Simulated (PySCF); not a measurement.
From results back to the method.

Species: B₃H₇N₂.
Atom-mapped SMILES: `[BH2:1][N:2]([BH2:3])[BH:4][NH2:5]` (hydrogens: H6, H7 on B1; H8, H9 on B3; H10 on B4; H11, H12 on N5)

The closed-shell ground state was solved 3 times with PySCF (density fitting, gas phase), always with PBE0, in these basis sets: 6-311+G(2d,p), 6-31G and STO-3G. Geometry: PBE0-D3(BJ)/def2-SVP; no solvent, vibrations or thermal averaging.

| row | total energy (Eh) | HOMO (eV) | LUMO (eV) | dipole (D) |
| --- | --- | --- | --- | --- |
| P | -188.1851 | -8.33 | -1.34 | 2.21 |
| Q | -188.0797 | -8.06 | -0.98 | 2.45 |
| R | -185.7879 | -6.14 | 1.72 | 2.71 |

Q: Which basis belongs to which row?

A: P = 6-311+G(2d,p), Q = 6-31G, R = STO-3G. From the lowest total energy up: 6-311+G(2d,p) (177 functions) 0 eV; 6-31G (59 functions) +2.87 eV; STO-3G (32 functions) +65.23 eV.

The values belong to the conformer `[BH2:1][N:2]([BH2:3])[BH:4][NH2:5]`: B1–N2–B4–N5 2°, H–N5–B4–N2 -1°, H–N5–B4–N2 180°.
